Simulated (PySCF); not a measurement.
**C2H10OSi2: core ionisation energies**

Compound: C2H10OSi2.
Numbering: `[CH3:1][SiH2:2][O:3][SiH2:4][CH3:5]`

Structure used (PBE0-D3(BJ)/def2-SVP), in Å, numbered top down from 1:
```
atom  x, y, z in Å
C1    -1.827    1.008    0.313
Si2   -1.466   -0.717    0.941
O3     0.072   -1.187    0.542
Si4    1.392   -1.086   -0.456
C5     1.917    0.694   -0.693
H6    -2.856    1.304    0.573
H7    -1.728    1.060   -0.783
H8    -1.139    1.745    0.756
H9    -2.443   -1.684    0.352
H10   -1.587   -0.757    2.429
H11    2.497   -1.867    0.172
H12    1.062   -1.695   -1.783
H13    2.149    1.168    0.274
H14    1.126    1.283   -1.183
H15    2.820    0.747   -1.323
```

Computed, not measured: delta-SCF UKS SCAN, pcX-2 on the ionised atom, pcseg-1 elsewhere, spin-free X2C in PySCF. Each binding energy is the total energy of the core-ionised species, with the hole localised on one atom, minus that of the ground state; both are solved self-consistently, so orbital relaxation is included.

Give the core binding energies atom by atom.

```tsv
atom(s)	environment	level	binding energy (eV)	2p1/2 (eV)	count
C1/C5	Si-methyl carbon	C 1s	290.30	–	2
Si2/Si4	oxygen-bound silicon	Si 2p3/2	107.17	107.79	2
Si2/Si4	oxygen-bound silicon	Si 1s	1847.10	–	2
O3	siloxane oxygen	O 1s	537.53	–	1
```

Which effective nuclear charge Zeff reproduces each element's mean 1s value in the hydrogen-like formula E = 13.606 eV × Zeff²?

C (Z = 6): mean 290.3 eV, Zeff = 4.62, Z − Zeff = 1.38; O (Z = 8): mean 537.5 eV, Zeff = 6.29, Z − Zeff = 1.71; Si (Z = 14): mean 1847.1 eV, Zeff = 11.65, Z − Zeff = 2.35. Means run over the listed sites, weighted by atom count.

Express the binding energy of Si 1s of Si2/Si4 in atomic units and per mole.

1847.10 eV = 67.8797 Eh = 178218 kJ/mol.

One atom of each set of topologically equivalent atoms was ionised and stands for the set; in this conformer not all members are related by symmetry, and their own values weren't computed. For 2p shells one spin-free hole was relaxed; a mean-field spin–orbit operator and the ground-state splitting of the three 2p orbitals were then diagonalised within the shell. The shell's mean is (2 × 2p3/2 + 2p1/2)/3, and the degeneracies 2j + 1 give areas of 2:1. 2p1/2 minus 2p3/2 (ligand field included): Si 0.63 eV. The structure is a single PBE0-D3(BJ)/def2-SVP conformer in the gas phase; no vibrational or solvent corrections.
